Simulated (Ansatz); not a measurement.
VF5⁺. The state is a doublet with charge 1. Geometry PBE0-D4/def2-SVP, that of the neutral singlet; atoms count from 1.

```xyz
6

V     0.0002   -0.0002   -0.0003
F    -0.1939   -1.4075    0.9695
F     0.1934    1.4087   -0.9680
F    -1.6308    0.3685    0.2096
F     0.4862   -0.9596   -1.2976
F     1.1449    0.5901    1.0867
```

Q: Estimate the Mulliken populations from the PBE0/def2-TZVP orbitals of Ansatz.

A: 
```csv
atom,charge (e),spin (α − β),d electrons
V1,1.75,-0.21,2.82
F2,-0.14,0.33,–
F3,-0.14,0.32,–
F4,-0.13,0.28,–
F5,-0.21,0.00,–
F6,-0.13,0.28,–
```
Mulliken values and Mayer orders depend strongly on the basis.

Q: Where does the spin sit?

A: Summed by element: V -0.21, F 1.21, of 1 unpaired in all. Largest on single atoms: F2 0.33, F3 0.32, F4 0.28.

Q: And the Mayer bond orders between bonded heavy atoms (over 0.3)?

A: V1–F2 0.85 (1.72 Å); V1–F3 0.85 (1.72 Å); V1–F4 1.00 (1.69 Å); V1–F5 1.17 (1.69 Å); V1–F6 1.00 (1.69 Å).
